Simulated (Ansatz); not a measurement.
Consider the isomerisation: `C[SiH]1BCC1` → `BC(=C)[SiH2]C`.

Computed with Ansatz on PBE0-D4/def2-TZVP structures; ΔE is electronic, products minus reactants. CBS: MP2 limit from def2 TZ/QZ plus the TZ coupled-cluster correction, frozen cores. Functionals use def2-TZVPP. Each species was taken in one conformer, which may not be the lowest.

Task: Is it downhill or uphill in electronic energy at CCSD(T)/CBS, and by how much? (Best estimate.)

Result: Ansatz gave: Downhill: ΔE = -0.23 eV.

Task: What do these levels give: ωB97X-V, ωB97M-V, B2PLYP, PBE, PBE0, MP2/def2-TZVPP, SCS-MP2/def2-TZVPP, CCSD(T)/def2-TZVPP, MP2/def2-QZVPP, SCS-MP2/def2-QZVPP, MP2/CBS(def2), CCSD/CBS(def2)? (Estimate.)

Result: The calculation gave: ωB97X-V -0.10, ωB97M-V -0.17, B2PLYP -0.32, PBE -0.03, PBE0 0.01, MP2/def2-TZVPP -0.22, SCS-MP2/def2-TZVPP -0.32, CCSD(T)/def2-TZVPP -0.25, MP2/def2-QZVPP -0.21, SCS-MP2/def2-QZVPP -0.31, MP2/CBS(def2) -0.19, CCSD/CBS(def2) -0.22 eV.

Largest T1 diagnostic among the species: 0.011.

From PBE to PBE0 (25 % exact exchange), in def2-TZVPP and without D4, ΔE moves by +0.04 eV. In def2-TZVPP, CCSD(T) changes the Hartree–Fock value by +0.33 eV (the triples alone add −0.00 eV) and MP2 by +0.36 eV.
